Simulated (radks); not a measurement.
The rubidium ion Rb+, configuration [Kr]. Calculated with a radial shooting solver on a logarithmic mesh with Libxc functionals: scalar-relativistic Kohn-Sham, PBE, spin-polarised, spherical densities, point nucleus.

Normalised radial functions P(r) = r R(r), r in bohr:

r,3p,3d
0.005827,0.0200,0.0002
0.006676,0.0256,0.0003
0.007588,0.0321,0.0004
0.008693,0.0409,0.0006
0.00988,0.0513,0.0009
0.01132,0.0650,0.0012
0.01287,0.0809,0.0018
0.01474,0.1018,0.0026
0.01689,0.1275,0.0038
0.01919,0.1568,0.0054
0.02199,0.1942,0.0078
0.02499,0.2359,0.0111
0.02863,0.2876,0.0159
0.03254,0.3435,0.0222
0.03728,0.4104,0.0315
0.04237,0.4793,0.0435
0.04855,0.5568,0.0608
0.05562,0.6351,0.0843
0.06321,0.7049,0.1135
0.07242,0.7678,0.1542
0.08231,0.8086,0.2032
0.09431,0.8219,0.2689
0.1072,0.7960,0.3451
0.1228,0.7173,0.4424
0.1396,0.5872,0.5493
0.1599,0.3860,0.6774
0.1832,0.1232,0.8166
0.2082,-0.1694,0.9517
0.2385,-0.5072,1.0911
0.2711,-0.8237,1.2085
0.3106,-1.1247,1.3071
0.353,-1.3438,1.3647
0.4045,-1.4815,1.3796
0.4597,-1.5090,1.3461
0.5267,-1.4321,1.2611
0.6034,-1.2650,1.1323
0.6858,-1.0536,0.9816
0.7857,-0.8066,0.8045
0.893,-0.5835,0.6361
1.023,-0.3812,0.4693
1.163,-0.2350,0.3335
1.332,-0.1275,0.2171
1.514,-0.0647,0.1352
1.735,-0.0279,0.0752
1.987,-0.0104,0.0380
2.259,-0.0036,0.0181
2.588,-0.0010,0.0073
2.941,-0.0002,0.0028
3.37,0.0000,0.0008
3.83,0.0000,0.0002
4.388,0.0000,0.0000
4.987,0.0000,0.0000
5.713,0.0000,0.0000

3p: eigenvalue -230.66 eV, 1 radial node at r = 0.194 bohr, <r> = 0.519 bohr, 90 % of the charge inside 0.789 bohr. 3d: eigenvalue -109.74 eV, 0 radial nodes, <r> = 0.525 bohr, 90 % of the charge inside 0.856 bohr.
